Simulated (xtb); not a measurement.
Si(Me)2(NMe2)2 (C₆H₁₈N₂Si), SMILES CN(C)[Si](C)(C)N(C)C. All values are semi-empirical tight-binding results from xtb (GFN2-xTB unless named), good for trends rather than for accurate numbers. Coordinates come from a GFN2-xTB optimisation. The isomer is the one that the SMILES or the coordinates give; other isomers of the formula were not compared. The values are those of a single conformer.

* **orbital gap**: 6.00 eV
* **dipole moment**: 0.72 D
* **zero-point energy**: 148.1 kcal/mol
* **G − E(el) at 298.15 K (modified RRHO)**: 122.8 kcal/mol
* **static polarisability (D4 model)**: 120.7 bohr³
* **solvation energy, GFN2-xTB/ALPB(water)**: -0.9 kcal/mol
* **solvation energy, GFN2-xTB/ALPB(octanol)**: -5.5 kcal/mol
